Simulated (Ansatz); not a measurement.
What each rung costs, and what it gives

The pair of Ag⁺ (SMILES [Ag+], atom 1) and CH₃Cl (SMILES CCl, atoms 2–6), both closed shells, in one local arrangement (a lower one may exist), relaxed at PBE0-D4/def2-TZVP:

Ag1  (-0.868, 0.421, -2.677)
C2  (0.250, -0.216, 0.618)
Cl3  (-0.543, 1.096, -0.340)
H4  (1.224, -0.408, 0.181)
H5  (-0.400, -1.085, 0.598)
H6  (0.337, 0.192, 1.621)
(Å)

Interaction energies are counterpoise-corrected; the time is that of the whole pair.

Program: Ansatz 0.2.0. Basis: as named in each row. Cores are frozen in the correlated methods. Filled d shells of the heavier atoms are correlated. Core potentials replace the inner electrons of the atoms past krypton. B3LYP uses VWN-RPA correlation. Extrapolation: Hartree–Fock as exp(−7.88 √X), correlation as X^−2.97.

Times are rough, for one single point on 4 threads of a shared host (Intel Xeon Platinum 8259CL).

The estimate by CCSD(T) at an estimated basis limit (MP2 extrapolated from triple and quadruple zeta, plus CCSD(T) − MP2 in triple zeta) is -29.57 kcal/mol.

```tsv
method	basis	time (s)	interaction energy (kcal/mol)	method less estimate
SPW92	def2-SVP	under 1	-44.43	-14.87
PBE-D4	def2-SVP	under 1	-34.80	-5.23
PBE0-D4	def2-SVP	under 1	-30.49	-0.92
PBE-D4	def2-TZVPPD	1	-35.08	-5.51
revPBE-D4	def2-TZVPPD	1	-31.70	-2.13
BLYP-D4	def2-TZVPPD	2	-34.35	-4.78
CCSD(T)	def2-SVP	2	-22.91	6.66
PBE0-D4	def2-TZVPPD	2	-30.93	-1.37
B3LYP-D4	def2-TZVPPD	2	-31.50	-1.93
HSE06-D4	def2-TZVPPD	2	-30.93	-1.36
r2SCAN-D4	def2-TZVPPD	2	-34.46	-4.90
wB97M-V	def2-SVP	3	-28.44	1.12
B2PLYP	def2-TZVPPD	4	-28.39	1.18
wB97X-V	def2-TZVPPD	5	-28.59	0.98
B97M-V	def2-TZVPPD	5	-31.90	-2.33
wB97M-V	def2-TZVPPD	6	-28.50	1.07
MP2	def2-QZVPPD	8	-29.78	-0.21
CCSD(T)	def2-TZVPPD	41	-25.31	4.26
```

The T1 diagnostic stays at or below 0.012.
